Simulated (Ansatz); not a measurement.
Total energies of Zn7S7 from Ansatz at PBE0-D4/def2-TZVP, gas phase (1 Eh = 27.2114 eV = 2625.5 kJ/mol). The reference geometry is relaxed at r2SCAN-D4/def2-SVP.

```xyz
14

Zn   -1.349    1.610    1.362
Zn    0.468   -2.671   -0.468
Zn   -1.479   -1.059   -1.145
Zn    1.428   -0.214   -1.812
Zn    0.270    2.174   -1.011
Zn   -0.509   -1.324    1.726
Zn    1.137    0.946    1.785
S     0.158   -1.968   -2.600
S    -1.934    1.127   -0.797
S     0.499    3.039    1.137
S    -1.625   -2.820    0.491
S     1.766   -0.975    0.610
S    -0.696    0.326    3.199
S     1.865    1.810   -2.478
```

```json
{"state": "charge 0 singlet", "geometry": "reference", "energy (Eh)": "-15241.16933"}
{"state": "charge 1 doublet", "geometry": "reference", "energy (Eh)": "-15240.88214"}
{"state": "charge -1 doublet", "geometry": "reference", "energy (Eh)": "-15241.23677"}
{"state": "charge -1 doublet", "geometry": "relaxed at r2SCAN-D4/def2-SVP", "energy (Eh)": "-15241.26008"}
{"state": "free Zn atom (singlet)", "geometry": "–", "energy (Eh)": "-1779.14424"}
{"state": "free S atom (triplet)", "geometry": "–", "energy (Eh)": "-397.97371"}
```

Single mean-field runs in def2-TZVP are fitted with def2-universal-jkfit.

(1) Work out the vertical ionisation energy to the doublet.

(2) Work out the vertical electron affinity, to the doublet.

(3) Give the fundamental gap IE − EA, the Mulliken electronegativity (IE + EA)/2 and the hardness (IE − EA)/2.

(4) How much does the charge -1 doublet relax, and what is the adiabatic electron affinity?

(5) What is the binding energy per atom against free atoms?

(1) E(charge 1 doublet) − E(charge 0 singlet) = -15240.88214 − (-15241.16933) = 0.28719 Eh = 7.81 eV. For comparison, −ε of the highest occupied level is 6.31 eV at this level, 1.50 eV less.

(2) E(charge 0 singlet) − E(charge -1 doublet) = -15241.16933 − (-15241.23677) = 0.06744 Eh = 1.84 eV. The basis lacks diffuse functions, which makes affinities too small.

(3) From the values in Eh: IE − EA = 0.28719 − 0.06744 = 0.21975 Eh = 5.98 eV; (IE + EA)/2 = 4.82 eV; (IE − EA)/2 = 2.99 eV. The HOMO–LUMO gap of the same run is 3.35 eV, 2.63 eV smaller than the fundamental gap.

(4) Relaxation: -15241.23677 − (-15241.26008) = 0.02331 Eh = 0.63 eV. Adiabatic electron affinity: 0.09075 Eh = 2.47 eV, without zero-point energy. Bonds change on the way (1 lost, 0 formed), so the relaxed form is another species. 

(5) Atoms: 7 × (-1779.14424) + 7 × (-397.97371) = -15239.82565 Eh. Binding: -15239.82565 − (-15241.16933) = 1.34368 Eh = 36.56 eV, or 2.61 eV for each of 14 atoms (no zero-point energy, no counterpoise term).
